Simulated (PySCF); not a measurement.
Trends in electronic spectra. Method used: PySCF 2.14.0, density-fitted response routines, TDDFT PBE0/def2-SVPD, vertical, gas phase, core orbitals frozen in the response. Geometries: GFN2-xTB; one conformer of each isolated species. Triplets are in the Tamm–Dancoff approximation. Ions are computed without counter-ions or solvent.

Problem. Rank by computed HOMO–LUMO gap, highest first.
A. `O=[S@]1C=C[C@H](CC1)C#N` (C6H7NOS)
B. `[SiH3]OCC([SiH3])([SiH3])Cl` (C2H11ClOSi3)
C. `CC[P@@](C)(=O)CC#N` (C5H10NOP)
D. `CCC` (C3H8)
E. `C(C[C+](C)C1CC1)F` ([C7H12F]+)

Solution. D (10.09 eV), C (8.31 eV), B (7.49 eV), E (6.14 eV), A (5.79 eV).

| SMILES | gap (eV) | LUMO (eV) | first f ≥ 0.01 (nm) | T1 (eV) | f (S1) | α (au) | S1 mainly |
| --- | --- | --- | --- | --- | --- | --- | --- |
| CCC | 10.09 | 0.88 | 137 | 8.53 | 0.003 | 39.6 | H→L (98%) |
| CC[P@@](C)(=O)CC#N | 8.31 | 0.22 | 175 | 6.19 | 0.024 | 87.9 | H→L (48%) |
| [SiH3]OCC([SiH3])([SiH3])Cl | 7.49 | -0.34 | 177 | 5.57 | 0.005 | 121.0 | H→L (78%) |
| C[C+](CCF)C1CC1 | 6.14 | -7.76 | 240 | 3.92 | 0.004 | 80.0 | H-1→L (88%) |
| N#C[C@@H]1C=C[S@](=O)CC1 | 5.79 | -1.30 | 274 | 3.93 | 0.018 | 93.1 | H→L (96%) |

H and L stand for HOMO and LUMO.

- `CCC`: Löwdin shares by element: HOMO carbon 54%, hydrogen 12% or more (atoms not listed hold the other 34%); LUMO carbon 54%, hydrogen 6% or more (atoms not listed hold the other 40%).
- `CC[P@@](C)(=O)CC#N`: Löwdin shares by element: HOMO oxygen 55%, carbon 18% or more, phosphorus 14%; LUMO carbon 34% or more, nitrogen 10% (atoms not listed hold the other 56%).
- `[SiH3]OCC([SiH3])([SiH3])Cl`: Löwdin shares by element: HOMO chlorine 36%, carbon 24% or more, silicon 19% or more (atoms not listed hold the other 20%); LUMO silicon 20% or more, chlorine 17%, carbon 9% or more, hydrogen 6% or more (atoms not listed hold the other 48%).
- `C[C+](CCF)C1CC1`: Löwdin shares by element: HOMO carbon 43% or more, fluorine 15% (atoms not listed hold the other 41%); LUMO carbon 70% or more (atoms not listed hold the other 30%).
- `N#C[C@@H]1C=C[S@](=O)CC1`: Löwdin shares by element: HOMO oxygen 48%, sulfur 30%, carbon 14% or more; LUMO carbon 62% or more, sulfur 13% (atoms not listed hold the other 25%).
